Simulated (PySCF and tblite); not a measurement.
C6H16Si2, numbered as in [CH3:1][C@H:2]1[CH2:3][SiH2:4][CH2:5][C@H:6]([SiH3:7])[CH2:8]1. Level: PBE0-D3(BJ)/def2-SVP (IEF-PCM, water)//GFN2-xTB, thermal terms from GFN2-xTB, symmetry numbers and mirror pairs counted. Conformers within 2.5 kcal/mol (GFN2-xTB free energy) were kept, 4 at most. GIAO shieldings: B97-2/pcSseg-1 (IEF-PCM, water). Shifts are against TMS (¹H), TMS (¹³C), TMS (²⁹Si) at the same level. (PySCF 2.14, tblite 0.8.)

The 6-ring runs over atoms 2–3–4–5–6–8.

Two conformers hold nearly all the population. I: 6-ring chair (Si7 axial); δ(Si7) = -68.64 ppm. II: 6-ring chair (C1 axial); δ(Si7) = -55.34 ppm. The average over the ensemble at 298.15 K is -61.29 ppm.

(1) What populations and free-energy difference follow from a two-state model?

Unscaled ²⁹Si shifts at such levels can be off by tens of ppm; differences between conformers or isomers are more reliable.

## Answers

(1) p(I) = (-61.29 − (-55.34))/(-68.64 − (-55.34)) = 0.45, so K = p(II)/p(I) = 1.24 and G(II) − G(I) = −RT ln K = -0.13 kcal/mol. The weights computed directly are 44.4 % and 54.0 %, with 1.6 % in minor conformers.
